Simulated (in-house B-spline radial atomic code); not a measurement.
Configurations of S IX (S8+), with energies counted from [He] 2s2 2p4. Level of theory: Dirac-Hartree-Fock, average of configuration, Fermi nucleus of rms radius 3.2611 fm; calculated with an all-electron radial atomic-structure program (B-spline basis). Energies include first-order Breit, QED and recoil terms.

Occupations are held fixed; configurations that lie above the ionisation limit could autoionise.

```csv
configuration,E - E(ref) (eV),highest orbital,its <r> (bohr)
[He] 2s1 2p5,58.295,2p3/2,0.4076
[He] 2s2 2p3 3d1,256.69,3d5/2,1.087
[He] 2s2 2p3 4f1,315.64,4f7/2,1.992
[He] 2s2 2p3 5s1,333.48,5s1/2,3.597
[He] 2s2 2p3 5d1,339.27,5d5/2,3.71
[He] 2s2 2p3 6s1,350.04,6s1/2,5.313
[He] 2s2 2p3 6f1,353.97,6f7/2,5.317
[He] 2s1 2p4 4d1,364.86,4d5/2,2.236
[He] 2s1 2p4 5d1,390.82,5d5/2,3.713
```

(1) Order these further configurations by energy, lowest first.
A. [He] 2s2 2p3 5f1
B. [He] 2s1 2p4 5f1
C. [He] 2s2 2p3 6d1
D. [He] 2s1 2p4 6d1
E. [He] 2s1 2p4 6f1

(2) How far above the reference does [He] 2s2 2p3 6g1 lie?

(3) How far above the reference does [He] 2s1 2p4 6g1 lie?

(4) How far above the reference does [He] 2s2 2p3 4d1 lie?

## Answers

(1) A (340.47 eV), C (353.28 eV), B (391.99 eV), D (404.82 eV), E (405.49 eV).

(2) 354.03 eV; its least bound orbital is 6g9/2 with <r> = 4.888 bohr.

(3) 405.55 eV; its least bound orbital is 6g9/2 with <r> = 4.888 bohr.

(4) 313.28 eV; its least bound orbital is 4d5/2 with <r> = 2.233 bohr.
